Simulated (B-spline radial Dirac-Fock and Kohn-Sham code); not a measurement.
ΔSCF core binding energies without Breit or QED terms, calculated with a radial atomic solver.

A sound run for the Kr⁷⁺ ion, configuration [Ar] 3d10 4s1: The ground state converged in 9 iterations, with total energy -2775.31038 Ha, virial ratio 1.97335 and highest orbital energy -124.82 eV. ΔSCF binding energies: K (1s) 14483.6 eV, L3 (2p3/2) 1802.9 eV, M5 (3d5/2) 209.6 eV.

A second run, with one unsound setting: The ground state had not converged after 5 iterations, with total energy -2775.30309 Ha, virial ratio 1.97489 and highest orbital energy -125.06 eV. ΔSCF binding energies: K (1s) 14483.8 eV, L3 (2p3/2) 1803.1 eV, M5 (3d5/2) 209.7 eV (not all states converged, so these are not final).

```
iter   energy (Ha)        error
   1    -2754.49272483  1.43e+00
   2    -2769.76904689  1.06e+00
   3    -2774.87626318  2.94e-01
   4    -2775.28199836  7.44e-02
   5    -2775.30309431  3.60e-02
```

Q: Which fault fits the second run best?
A. nuclear radius in wrong units
B. too few iterations
C. functional not served
D. too few quadrature points

A: B. The input had maxit = 5: maxit ends the run before self-consistency.
